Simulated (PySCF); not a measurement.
Compound: C₅H₄FN₃.
Numbering: `[CH2:1]=[CH:2][c:3]1[n:4][n:5][n:6][cH:7][c:8]1[F:9]`

Definitions: NICS(0) = −σiso at the ring centroid; NICS(1) = −σiso and NICS(1)zz = −σzz at ±1 Å along the ring normal z. Level: GIAO PBE0/pcSseg-1 (PySCF, non-relativistic, gas phase) on the GFN2-xTB geometry, one conformer.

Ring bond lengths (Å), with Mayer bond orders in brackets: C3–N4 1.339 (1.36), N4–N5 1.281 (1.40), N5–N6 1.290 (1.35), N6–C7 1.327 (1.42), C7–C8 1.384 (1.37), C8–C3 1.402 (1.21).

Q: What do the NICS probes read (ppm)?

A: 
```
             ring                                                 type  NICS(0)  NICS(1), two faces  NICS(1)zz, two faces  rms pucker (Å)  centre to ring atoms, mean (Å)
C3–N4–N5–N6–C7–C8  6-membered ring with 3 N; formal bonds all aromatic     -5.2       -10.9 / -10.9         -25.5 / -25.5            0.00                            1.34
```

Q: What can be read from them?

A: 
- C3–N4–N5–N6–C7–C8: mean NICS(1)zz -25.5 ppm, shielded. The ring is flat and has no four-coordinate atom; by the NICS criterion it is aromatic. NICS(0) lies 6 ppm above the mean NICS(1).

Q: And the bond-length index? Use HOMA with the parameters of Krygowski (1993).

A: 
- C3–N4–N5–N6–C7–C8: HOMA 0.96; the largest term is that of N4–N5, α(R − Ropt)² = 0.10. The geometric and the magnetic index point the same way.

Q: At the first NICS(1) probe listed for ring C3–N4–N5–N6–C7–C8, 1 Å off the ring, how large is the induced field along the normal in 7.05 T applied along it?

A: NICSzz × B0 = -25.5 ppm × 7.05 T = -180 μT, against the applied field.

The values belong to the conformer `[CH2:1]=[CH:2][c:3]1[n:4][n:5][n:6][cH:7][c:8]1[F:9]`: C1–C2–C3–N4 0°.
